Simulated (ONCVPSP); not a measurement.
Be (Z = 4): variants of one ONCV potential

Base potential:

```
Element                 : Be
Generator               : ONCVPSP 4.0.1
Type                    : optimised norm-conserving Vanderbilt (ONCV)
Functional              : PBE
Relativity              : scalar-relativistic
Frozen core             : none
Valence charge          : 4
Reference configuration : 1s2 2s1 (charge +1)
Partial waves           : 1s+2s: rc 0.70 bohr, ncon 4, nbas 8, qcut 17.1 1/bohr, 2 projectors; p scattering state at 0.17 Ha: rc 0.65 bohr, ncon 3, nbas 6, qcut 14.7 1/bohr, local; d scattering state at 0.08 Ha: rc 0.65 bohr, ncon 3, nbas 7, qcut 12.3 1/bohr, 2 projectors, debl 1.3 Ha
Local potential         : the p channel
Core correction         : none
```

Cutoffs, loose and tight: the cutoffs (Ha) at which the residual kinetic energy of the hardest occupied pseudo-wave falls to 1 and 0.1 mHa per electron. They do not see the model core or the augmentation charge, which bear on the density cutoff. Test errors are all-electron minus pseudo excitation energies from the reference, over the configurations 1s2 2s2; 1s2 2s0; 1s2 2s1.5; 1s2 2s0 2p1. A dash means not determined; rows that change the core or the reference have their own tests.

```
      change    outcome  cutoff, loose  cutoff, tight  bound ghosts  GHOST(+) flags above zero  largest test error (meV)
        base  generated         108 Ha         126 Ha          none                       none                      +1.3
p: qcut 12.7  generated         108 Ha         126 Ha          none                       none                      +1.3
```

Q: What comes out with this change to the base: s: rc 0.84?

A: outcome: generated; cutoff, loose: 93 Ha; cutoff, tight: 110 Ha; bound ghosts: none; GHOST(+) flags above zero: none; largest test error (meV): +1.5.

Q: What comes out with this change to the base: d: rc 0.46?

A: outcome: failed: test_data: rc < rc(lloc) for l = 2. Not allowed.. Cause: the input breaks a rule of the program: no channel may have a smaller radius than the local channel.
